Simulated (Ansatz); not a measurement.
Consider the formal exchange of groups at the Al–C bond: `C[CH2][Al]([CH3])[F]` + `N#CC(O)S` → `[CH3][Al]([F])[C]#N` + `CCC(O)S`.

Isolated molecules relaxed with PBE0-D4/def2-TZVP in Ansatz; ΔE leaves out vibrations. CCSD(T)/CBS is the MP2 limit (def2-TZVPP, def2-QZVPP) plus CCSD(T) − MP2 in def2-TZVPP, frozen cores. One conformer a species, not always the lowest.

`C[CH2][Al]([CH3])[F]`:

Cartesian coordinates in Å:
```
C 0.548 1.703 0.139
C 1.314 0.380 0.121
Al 0.216 -1.224 -0.059
C -1.723 -1.255 -0.196
F 1.018 -2.676 -0.102
H 1.215 2.564 0.243
H -0.165 1.748 0.966
H -0.026 1.852 -0.779
H 2.052 0.376 -0.691
H 1.916 0.274 1.033
H -2.120 -2.272 -0.241
H -2.060 -0.723 -1.092
H -2.186 -0.747 0.656
```

`N#CC(O)S`:

Cartesian coordinates in Å:
```
N 2.259 -1.095 0.490
C 1.261 -0.531 0.402
C -0.002 0.200 0.246
O 0.077 1.199 -0.716
S -1.283 -1.063 -0.074
H -0.230 0.697 1.190
H 0.220 0.788 -1.577
H -2.302 -0.195 0.038
```

`[CH3][Al]([F])[C]#N`:

```xyz
8

C    -0.303   -1.273   -0.032
Al    0.265    0.481    0.512
F     0.798    0.817    2.028
C     0.259    2.004   -0.676
N     0.234    2.879   -1.428
H     0.507   -1.998    0.085
H    -1.134   -1.623    0.587
H    -0.626   -1.287   -1.076
```

`CCC(O)S`:

Cartesian coordinates in Å:
```
C 0.142 -0.838 1.523
C -0.658 -0.448 0.292
C 0.094 0.519 -0.601
O 1.303 -0.084 -0.973
S -0.966 0.938 -2.034
H -0.426 -1.532 2.146
H 0.380 0.039 2.131
H 1.081 -1.318 1.244
H -0.902 -1.338 -0.298
H -1.603 0.018 0.579
H 0.274 1.459 -0.065
H 1.708 0.439 -1.669
H -0.428 2.144 -2.276
```

| species | CCSD/def2-TZVPP energy (Eh) |
| --- | --- |
| `C[CH2][Al]([CH3])[F]` | -460.71504 |
| `N#CC(O)S` | -605.33421 |
| `[CH3][Al]([F])[C]#N` | -474.34611 |
| `CCC(O)S` | -591.73661 |

(1) Work out ΔE.

Largest T1 diagnostic among the species: 0.013.

Results:

(1) ΔE = (-474.34611) + (-591.73661) − (-460.71504) − (-605.33421) = -0.03347 Eh = -21.0 kcal/mol. CCSD(T)/CBS gives -21.3 kcal/mol.

From PBE to PBE0 (25 % exact exchange), in def2-TZVPP and without D4, ΔE moves by −1.7 kcal/mol. In def2-TZVPP, CCSD(T) changes the Hartree–Fock value by +1.8 kcal/mol (the triples alone add +0.3 kcal/mol) and MP2 by +1.6 kcal/mol.
